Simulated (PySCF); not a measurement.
# What a mistake does to a calculation on BGeH4N

Calculated results; nothing here was measured. The program is PySCF 2.14.0, an open-source quantum chemistry code, run on an isolated molecule that a program drew, which may never have been made. The molecule is BGeH4N (charge 0, singlet), drawn as the SMILES string `B[NH][GeH]`.

Each row is a Hartree-Fock (HF) and frozen-core CCSD(T) single point in the cc-pVDZ basis, meant for a local HF minimum. Run 1 is clean. Each other run has one planted mistake out of seven kinds, and not every kind appears here: one electron removed, one electron added, multiplicity raised by two, geometry at a saddle point, minimal basis STO-3G, one bond length entered in bohr, all coordinates scaled. The reference is restricted for singlets and unrestricted otherwise, and also for a bond in bohr. Adding or removing an electron swaps singlet and doublet. Electrons count all cores. HOMO and LUMO are orbital energies over both spins, the gradient is its largest component, and the lowest frequency (negative if imaginary) is given only where the gradient is small. Bond lengths are over the 6 bonds as drawn. T1 is the CCSD diagnostic: over 0.02 (restricted) or 0.045 (unrestricted) a single reference is doubtful. Germanium has the cc-pVDZ-PP basis, with a core potential (ECP10MDF) in place of its 10 inner electrons, and its 3s, 3p and 3d shells are frozen in CCSD(T).

Geometry of the clean run:
```xyz
7
BGeH4N, angstrom
B     0.1185    0.9642   -1.3446
N     0.7484    1.0540   -0.0853
Ge    0.2634    0.0432    1.3979
H    -0.7919    0.1913   -1.4897
H     0.4867    1.6513   -2.2611
H     1.5036    1.7099   -0.0031
H     1.3693    0.6850    2.3485
```

| run | electrons | basis functions | <S^2> | HOMO (eV) | LUMO (eV) | gradient (hartree/bohr) | lowest frequency (cm^-1) | mean bond (Å) | longest bond (Å) | T1 | HF (hartree) | CCSD(T) (hartree) | mistake |
|---|---|---|---|---|---|---|---|---|---|---|---|---|---|
| 1 | 48 | 71 | 0.000 | -9.32 | 0.80 | 1.8e-05 | 240 | 1.3789 | 1.859 | 0.0147 | -374.86313 | -375.24813 | no fault |
| 2 | 47 | 71 | 0.777 | -16.95 | -7.50 | 4.6e-02 | - | 1.3789 | 1.859 | 0.0208 | -374.55492 | -374.91331 | one electron removed |
| 3 | 49 | 71 | 0.766 | -0.49 | 7.79 | 6.0e-02 | - | 1.3789 | 1.859 | 0.0209 | -374.85680 | -375.25482 | one electron added |
| 4 | 48 | 71 | 0.979 | -7.74 | 0.01 | 6.2e-02 | - | 1.6546 | 3.513 | 0.0454 | -374.74277 | -375.10225 | ? |
| 5 | 48 | 71 | 2.008 | -7.41 | -0.54 | 3.3e-02 | - | 1.3789 | 1.859 | 0.0191 | -374.79981 | -375.16708 | ? |

**Which mistake was planted in run 4, and what did it cost?**

The mean bond changes by a factor of 1.200 and the longest by 1.890, so the molecule wasn't scaled as a whole. A length L in bohr read as angstrom grows by (1/0.5292 - 1) L = 0.890 L. The 6 bonds together grew by 6 x 0.2757 = 1.654 Å, which gives L = 1.859 Å. That is bond N2-Ge3, 1.859 Å in the clean geometry. So the mistake is: one bond length entered in bohr. Subtracting run 1 and multiplying by 627.51 kcal/mol a hartree, the energy moved by 75.5 kcal/mol in HF and 91.5 kcal/mol in CCSD(T).

**Which mistake was planted in run 5, and what did it cost?**

Electrons, basis and geometry are unchanged, and <S^2> is 2.008, beside S(S+1) = 2.00 for a multiplicity of 3. So the mistake is: multiplicity raised by two. Subtracting run 1 and multiplying by 627.51 kcal/mol a hartree, the energy moved by 39.7 kcal/mol in HF and 50.9 kcal/mol in CCSD(T).

Cautions from the logs. Run 4: T1 is over the limit, so its CCSD(T) energy is less reliable.
